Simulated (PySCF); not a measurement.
# A small calculation by hand: oscillator strength and radiative lifetime

2-pyrimidin-2-yl-1,3-thiazole (C7H5N3S), SMILES c1nc(-c2ncccn2)sc1.

Coordinates come from a B3LYP-D3(BJ)/def2-SVP optimisation. The values are those of a single conformer.

PySCF 2.14.0 with TDA-PBE/def2-SVP puts the first singlet state with f over 0.02 at 4.23 eV (vertical), with the transition dipole (0.198, -2.014, 0.000) in atomic units.

Problem. Find the oscillator strength, the wavelength and the radiative lifetime that this transition would have in vacuum if emission retraced absorption.

Solution. 
|μ|² = 4.0954 au, so |μ| = 5.14 D. ΔE = 4.23/27.211 = 0.1554 hartree. f = (2/3) ΔE |μ|² = 0.424 (the program prints 0.425).
λ = 1239.84/4.23 = 293 nm; ν = 34117 cm⁻¹.
Einstein's coefficient A = 0.6670 ν² f s⁻¹ (ν in cm⁻¹) = 3.3e8 s⁻¹, so τ = 1/A = 3.0 ns. This state is S6; the lower singlets have f = 0.000, 0.004, 0.000, 0.007, 0.000. The figure is the radiative limit of this one transition; relaxation, internal conversion, crossing to triplets and a medium change what is measured.
